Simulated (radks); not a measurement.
Species: Ca18+. Configuration: [He]. All-electron calculation, non-relativistic Kohn-Sham, r2SCAN, spin-polarised, spherical densities, point nucleus; meta-GGA in the generalised Kohn-Sham scheme. Program: a radial shooting solver on a logarithmic mesh with Libxc functionals.

Normalised radial functions P(r) = r R(r), r in bohr:

r	1s
0.004274	0.6907
0.005348	0.8458
0.006744	1.0373
0.008437	1.2546
0.01064	1.5141
0.01331	1.7959
0.01679	2.1132
0.021	2.4309
0.02649	2.7487
0.03314	3.0134
0.04179	3.2013
0.05228	3.2546
0.06593	3.1358
0.08249	2.8332
0.104	2.3425
0.1301	1.7589
0.1641	1.1436
0.2053	0.6418
0.259	0.2859

1s: eigenvalue -4997.0 eV, 0 radial nodes, <r> = 0.0765 bohr, 90 % of the charge inside 0.136 bohr.
